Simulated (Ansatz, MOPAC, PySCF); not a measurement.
Dimer: digermane (SMILES [GeH3][GeH3]) (first 8 atoms) with CH4 (SMILES C); geometry from B3LYP-D3(BJ)/def2-TZVP, rigid monomers moved along the line of their centres of mass till Ge1···C9 is 3.60 Å.
(charge 0, multiplicity 1):
| atom | x (Å) | y (Å) | z (Å) |
|---|---|---|---|
| Ge | -0.1882 | -1.4085 | 0.6535 |
| Ge | -0.3699 | 0.9892 | 0.2595 |
| H | 0.1695 | -2.1320 | -0.6575 |
| H | -1.5251 | -1.9702 | 1.1695 |
| H | 0.9045 | -1.7129 | 1.6910 |
| H | 1.0286 | 1.6173 | 0.1209 |
| H | -1.1031 | 1.6820 | 1.4201 |
| H | -1.1531 | 1.2549 | -1.0389 |
| C | 0.3719 | 0.2786 | 3.7891 |
| H | -0.6449 | 0.1820 | 3.4115 |
| H | 0.7842 | -0.7108 | 3.9805 |
| H | 0.9869 | 0.7906 | 3.0503 |
| H | 0.3609 | 0.8552 | 4.7130 |

Monomers are frozen at their geometry in the pair; levels with a basis set take the counterpoise correction. Rows marked so take none.

Cores are frozen in the correlated methods. Filled d and f shells under p-block atoms count as core. Rows in 3-21G, 6-31G*, STO-3G carry no dispersion term and start afresh at each structure (6-31G* with six Cartesian d functions); the Pople sets are all-electron and without relativity. MP2/6-31G* freezes PySCF's default core, which leaves 3d correlated. The state reached by PM6 isn't checked.

The values were computed with Ansatz (an electronic-structure program) with Gaussian orbitals; MOPAC for PM6 (differences of heats of formation); PySCF for 3-21G rows, 6-31G* rows, STO-3G rows, the dispersion terms. 

Other levels give for the interaction energy: PBE/def2-TZVPPD 5.7; B3LYP/def2-TZVPPD 10.9; B3LYP-D3(BJ)/def2-TZVPPD -1.9; wB97M-V/def2-TZVPPD -2.0; CCSD(T)/aug-cc-pVDZ 1.5 kJ/mol.

Q: What do these common cheap choices give for the same quantity: PM6, HF/STO-3G (no counterpoise), HF/3-21G (no counterpoise), HF/6-31G*, HF/6-31G* (no counterpoise), BP86/6-31G* (no counterpoise), M06-2X/6-31G* (no counterpoise), MP2/6-31G* (no counterpoise)?

A: PM6 4.5; HF/STO-3G (no counterpoise) 12.2; HF/3-21G (no counterpoise) 7.4; HF/6-31G* 14.4; HF/6-31G* (no counterpoise) 13.1; BP86/6-31G* (no counterpoise) 10.1; M06-2X/6-31G* (no counterpoise) -5.4; MP2/6-31G* (no counterpoise) 3.2 kJ/mol. They span -5.4 to 14.4 kJ/mol.
